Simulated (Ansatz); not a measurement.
```yaml
crystal:
  periodic: [false, false, false]
  atoms:
    - {symbol: F, position_ang: [-0.096846, -2.279427, 0.145390]}
    - {symbol: C, position_ang: [-0.051266, -0.961050, 0.099480]}
    - {symbol: C, position_ang: [-0.342969, 0.017228, 0.940980]}
    - {symbol: Si, position_ang: [0.269184, 0.630079, -0.669871]}
    - {symbol: H, position_ang: [-0.715079, 0.139473, 1.948955]}
    - {symbol: H, position_ang: [-0.644437, 1.217580, -1.680502]}
    - {symbol: H, position_ang: [1.642514, 1.168118, -0.830234]}
basis:
  gaussian: {orbitals: def2-mTZVP}
hamiltonian: {xc: {name: HF}}
correlation: {method: mp2, frozen_orbitals: {F: 0}}
```

```sh
$ ansatz run in.yaml --threads 2 --pin off --events-out ev --progress --plain --max-ram 4352MiB
```

It prints (some lines left out):

```
Functional definition: HF
Error: "frozen_orbitals" has no count for C
```

Task: What is wrong with this run?

Result: Frozen orbitals are typed for one element alone, and the program wants a count for each. The program refused the input.
